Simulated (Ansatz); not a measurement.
Harmonic frequencies (cm⁻¹) at PBE0-D4/def2-TZVP from Ansatz: 145, 153, 177, 222, 235, 322, 410, 721, 788, 801, 906, 964, 1286, 1438, 1443, 3060, 3148, 3158.

(1) Which molecule is it?
A. `F[Si](F)(F)[Si](F)(F)F`
B. `C[SiH](F)Cl`
C. `CS[SiH](Cl)Cl`
D. `C[Si](F)(F)I`

## Answers

(1) D.
